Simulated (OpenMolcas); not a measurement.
## Levels of Pm I by method

| Quantity | Value |
| --- | --- |
| Program | OpenMolcas |
| Basis | ANO-RCC-VTZP [8s7p5d3f2g1h] |
| Scalar Hamiltonian | DKH2, point nucleus |
| Active space | 5 electrons in 7 orbitals (4f) |
| State averaging | 2S+1 = 6 odd, 21 roots; 2S+1 = 4 odd, 224 roots (128 in the spin-orbit step); 2S+1 = 2 odd, 130 roots kept (CI in the orbitals of an earlier block) |
| Spin-orbit coupling | state interaction with AMFI integrals over the reference wave functions, term energies averaged over their components |

Methods on the same reference wave functions:
A. CASSCF
B. SS-CASPT2, IPEA 0.25 Eh, imaginary shift 0.1 Eh (closed shells correlated: 5s 5p 6s)
C. MS-CASPT2, IPEA 0.25 Eh, imaginary shift 0.1 Eh (closed shells correlated: 5s 5p 6s)

Energies in eV above 4f5 6s2 6H* 5/2, the measured ground level; measured values from NIST Handbook of Basic Atomic Spectroscopic Data.

```
                     Level       A       B       C  Measured
           4f5 6s2 6H* 5/2  0.0000  0.0000  0.0000    0.0000
           4f5 6s2 6H* 7/2  0.1034  0.1104  0.1104    0.0997
           4f5 6s2 6H* 9/2  0.2273  0.2396  0.2396    0.2168
          4f5 6s2 6H* 11/2  0.3671   0.381   0.381    0.3468
          4f5 6s2 6H* 13/2  0.5188   0.531   0.531    0.4859
          4f5 6s2 6H* 15/2  0.6790   0.684   0.684    0.6311
           4f5 6s2 6F* 1/2  0.8733   0.692   0.692          
           4f5 6s2 6F* 3/2  0.9021   0.715   0.715          
           4f5 6s2 6F* 5/2  0.9572   0.766   0.766          
           4f5 6s2 6F* 7/2  1.0461   0.858   0.858          
           4f5 6s2 6F* 9/2  1.1674   0.985   0.985          
          4f5 6s2 6F* 11/2  1.3144   1.138   1.138          
        4f5 6s2 4F* 3/2(1)  2.4325   1.808   1.808          
   4f5 6s2 4M* 15/2 [56 %]  2.5976   2.344   2.344          
 4f5 6s2 4G* 7/2(1) [57 %]  2.6021   1.987   1.987          
        4f5 6s2 4I* 9/2(1)  2.6308   2.152   2.152          
       4f5 6s2 4I* 11/2(1)  2.6998   2.234   2.234          
          4f5 6s2 4M* 17/2  2.7579   2.529   2.529          
4f5 6s2 4I* 13/2(1) [71 %]  2.7731   2.319   2.319          
4f5 6s2 4I* 15/2(1) [54 %]  2.8800   2.462   2.462          
 4f5 6s2 4G* 9/2(1) [71 %]  2.8850   2.264   2.264          
          4f5 6s2 4M* 19/2  2.9089   2.686   2.686          
          4f5 6s2 4M* 21/2  3.0437   2.829   2.829          
 4f5 6s2 4F* 7/2(1) [57 %]  3.0979   2.477   2.477
```

Deviations, from unrounded energies. A percentage is the sum of absolute deviations over the sum of measured energies, with the sign that they share, or ± where signs differ.

```
                  Against measurement  Levels     A     B     C
       mean absolute deviation (cm-1)       5   190   270   270
fine structure of the ground term (%)       5  +6.5  +9.3  +9.3
```

A lies closest to measurement on these levels and C furthest from it. The largest miss of A in the table is 4f5 6s2 6H* 15/2, by +390 cm-1. The ranking rests on the paired levels alone, and a cruder setting can come out closer through cancelling errors.

Between B and C no level of the table moves by more than 5 cm-1.

The two smallest mean deviations differ by little beside CASPT2's spread within terms, so their order carries little weight.

From A to B the spin-free energies of the other terms of 4f5 6s2 shown, above 6H*, scale by factors of 0.74 to 0.91, as is usual when dynamic correlation screens the repulsion within a d or f shell.

The lowest spin-free term lies below A's lowest term by 0.499 hartree in B, 0.499 hartree in C.

Term energies are means over components that CASPT2 splits; among the terms shown or strongly mixed into the levels shown the widest spread is 510 cm-1 (4f5 6s2 6H*, C). High states are left out of the spin-orbit mixing, which shifts the levels that they would mix with. With the s shell closed, the reference lacks s² → p² mixing. Without dynamic correlation excited terms often stand tens of per cent too high (terms of higher spin than the ground term too low), and those without a measured partner can miss by more than the paired ones (holds for A). The CASPT2 spread within a term exceeds the gap to the next term for 4f5 6s2 4G*(1) and 4f5 6s2 4I*(1), so the order of their levels is uncertain, and so are names and mixing where such terms share a J (holds for B; C). Blocks of more than 70 roots (2S+1 = 4 odd, 2 odd) ran without multistate coupling (holds for C). Measured partners are found by configuration, term and J. A level has none where our copy of the source lacks it or the pairing is in doubt (some pairs that miss far off the trend of their configuration count as doubtful), and it then counts in no deviation. Levels of configurations outside the active space are missing. The table leaves out levels that lie high or whose names do not pair safely across all columns.

A share in square brackets marks a mixed level and gives the weight of the term that names it, the lowest over the columns. A number in round brackets counts repeated terms of one configuration in the order of the reference energies. * marks odd parity.
